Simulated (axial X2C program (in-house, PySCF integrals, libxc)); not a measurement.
**AlGe⁻ at several levels of theory**

All values were computed with an axial X2C code built on PySCF integrals. Spin-free means the one-electron spin-free X2C Hamiltonian. Basis: Ge dyall-av3z [10s10p8d2f], Al dyall-av3z [9s9p3d2f] (cores contracted in-house); Gaussian nuclei, density fitting, unrestricted open shells. Masses: Ge 73.921 u, Al 26.982 u.

State, spin-free: M_S = 1, Λ = 0 (beyond evenly filled blocks: π+α, π-α); electrons by block: σα: 12, σβ: 12, π+α: 5, π+β: 4, π-α: 5, π-β: 4, δ+α: 1, δ+β: 1, δ-α: 1, δ-β: 1. Fragments: Ge- + Al.

```csv
Hamiltonian,level,Re (Å),ωe (cm⁻¹),Be (cm⁻¹),αe (cm⁻¹),De (eV),μ (D)
spin-free,PBE0,2.482,315.8,0.1385,0.000702,2.31,-2.80
spin-free,HF,2.476,327.6,0.1391,0.000715,1.14,-2.14
spin-free,MP2,2.465,331.6,0.1404,0.000701,2.19,n/a
spin-free,B97-3,2.487,312.3,0.1379,0.000768,2.35,-2.66
spin-free,B3LYP,2.502,301.5,0.1363,0.000738,2.25,-2.63
```

Correlated methods: 18 electrons correlated (number of frozen shells: Ge 3 s, 2 p; Al 2 s, 1 p), 224 virtual spin orbitals or spinors in MP2.

Dipoles are positive if Al is the positive end and refer to the centre of mass.

Occupations by symmetry block were frozen at the best pattern of an incomplete PBE0 search. De is counted from the lowest determinant-based energies of the atoms at the same level, without counterpoise correction. Other states lie close and PBE0, whose exact exchange favours high spin, may order them wrongly; the determinant shown need not be the ground state. The nearest other spin-free determinant of the search, M_S = 1, Λ = 1, lies 0.11 eV up at the distance of the search. The highest occupied level of some functionals is positive through self-interaction error; at Hartree–Fock it is bound. Spin-free De lacks the spin–orbit lowering of the heavy p-block atom, a tenth of an eV or more for 4p and 5p, up to an eV for 6p and one to two eV for 7p atoms, less what an open-shell molecule gains itself. Hartree–Fock gets electron affinities wrong, so its lowest charge split need not be the true one.

No reliable constants came from B3LYP (2c), B97-3 (2c), HF (2c), MP2 (2c), PBE0 (2c): no minimum in range, unconverged points, a curve that is not smooth, a change of character along it, or the two Hamiltonians disagreeing along it.

The whole task took 4.7 min on 1 thread of Arm Neoverse N1, on a shared host.
